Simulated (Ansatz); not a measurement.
GeHMe2(NHEt) (C4H13GeN). Charge 0, multiplicity 1. Geometry r2SCAN-D4/def2-SVP, basis def2-TZVP, Ansatz.

| atom | x (Å) | y (Å) | z (Å) |
| --- | --- | --- | --- |
| Ge1 | 1.147 | 0.318 | 0.246 |
| H2 | 1.157 | 1.364 | 1.380 |
| C3 | 1.711 | -1.415 | 0.971 |
| H4 | 1.717 | -2.182 | 0.181 |
| H5 | 1.028 | -1.747 | 1.769 |
| H6 | 2.726 | -1.348 | 1.396 |
| C7 | 2.291 | 0.843 | -1.241 |
| H8 | 3.335 | 0.955 | -0.910 |
| H9 | 1.954 | 1.801 | -1.665 |
| H10 | 2.266 | 0.081 | -2.036 |
| N11 | -0.580 | 0.308 | -0.405 |
| C12 | -1.689 | -0.056 | 0.462 |
| C13 | -3.024 | 0.392 | -0.118 |
| H14 | -0.667 | -0.124 | -1.326 |
| H15 | -1.740 | -1.147 | 0.684 |
| H16 | -1.534 | 0.438 | 1.439 |
| H17 | -3.023 | 1.480 | -0.289 |
| H18 | -3.861 | 0.137 | 0.552 |
| H19 | -3.213 | -0.099 | -1.088 |

```json
{"run": "A", "HOMO (eV)": "-6.32", "LUMO (eV)": "0.95"}
{"run": "B", "HOMO (eV)": "-8.73", "LUMO (eV)": "2.77"}
{"run": "C", "HOMO (eV)": "-5.23", "LUMO (eV)": "0.81"}
{"run": "D", "HOMO (eV)": "-4.97", "LUMO (eV)": "0.16"}
{"run": "E", "HOMO (eV)": "-5.92", "LUMO (eV)": "0.59"}
```

HSE06 is defined as in plane-wave codes, on full-range PBE exchange.

The runs used HSE06, PBE, PBE0, r2SCAN, ωB97X-V. Estimate which is which.

A PBE0 (25 % exact exchange); B ωB97X-V (range-separated); C r2SCAN (0 % exact exchange); D PBE (0 % exact exchange); E HSE06 (range-separated). Exact exchange lowers occupied and raises empty levels; among semilocal functionals meta-GGAs tend to open the gap a little, and such runs are hard to tell apart. The gap grows from 5.12 eV (PBE) to 11.50 eV (ωB97X-V).
